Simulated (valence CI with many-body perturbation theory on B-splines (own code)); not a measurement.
## Sensitivity of CI+MBPT for Hg59+

Computed by configuration interaction combined with many-body perturbation theory (CI+MBPT): three valence electrons over a frozen Dirac-Fock core [Ar], a basis of 6 s, 6 p, 5 d, 5 f, 1 g functions for each j, with the one-electron correlation potential Σ1, the two-electron term Σ2, the three-electron term Σ3, Breit, model QED; selected CI, second order for the rest, scaled by the run's own slope (own B-spline code, finite nucleus).

The last digits are not significant, and no measured levels were compared; by estimate large intervals hold to a few tenths of a per cent, small ones and those within an open d or f shell to about a per cent. The list stops below the first excitations out of the core. Only levels of the ground parity were solved; by the run's estimate the other parity begins above the list, which can be wrong where configurations are misplaced.

The reference run has the lowest level (3d3/2^3) J=3/2 and an ionisation energy of 6192.52 eV. Its largest variational space holds 2182 state functions.

Levels are named by their leading jj configuration (3d3/2^4 stands for four electrons in 3d with j = 3/2), which in mixed levels can hold well under half, so a name can repeat and another be missing. Letters in brackets count levels of one name in rising energy.

Changed runs:
A. averaging of valence orbitals over low configurations on → off; Breit term on → off; QED terms on → off
B. core polarisation of operators on → off; logarithmic knot step 0.27 → 0.4
C. logarithmic knot step 0.27 → 0.2
D. start configuration 3d3 → 4d3 (bad on purpose)

Excitation energies of the reference run in cm⁻¹, and shifts in cm⁻¹:

| Level | Reference | A | B | C |
| --- | --- | --- | --- | --- |
| (3d3/2^2 3d5/2) J=5/2 [a] | 787778 | +18691 | -2.3 | -0.2 |
| (3d3/2^2 3d5/2) J=3/2 | 842548 | +15340 | -2.3 | -0.2 |
| (3d3/2^2 3d5/2) J=9/2 | 873271 | +34689 | -2.0 | -0.2 |
| (3d3/2^2 3d5/2) J=7/2 | 878266 | +29407 | -2.1 | -0.2 |
| (3d3/2^2 3d5/2) J=1/2 | 890987 | +17877 | -2.2 | -0.2 |
| (3d3/2^2 3d5/2) J=5/2 [b] | 1107020 | +16714 | -1.5 | -0.2 |
| (3d3/2 3d5/2^2) J=7/2 [a] | 1651120 | +39137 | -4.0 | -0.3 |
| (3d3/2 3d5/2^2) J=9/2 | 1693100 | +48656 | -4.0 | -0.3 |
| (3d3/2 3d5/2^2) J=3/2 [a] | 1741620 | +30895 | -3.8 | -0.3 |
| (3d3/2 3d5/2^2) J=1/2 | 1768140 | +33676 | -3.8 | -0.3 |
| (3d3/2 3d5/2^2) J=11/2 | 1775610 | +57157 | -3.8 | -0.3 |
| (3d3/2 3d5/2^2) J=5/2 [a] | 1777630 | +34366 | -3.9 | -0.3 |
| Ionisation energy (eV) | 6192.52 | +6.20 | -0.0055 | +0.0012 |

Run D: It gave no result: the start configuration must fill the lowest shells above the core. The program said: "4d is not the lowest shell of its kind above the core".
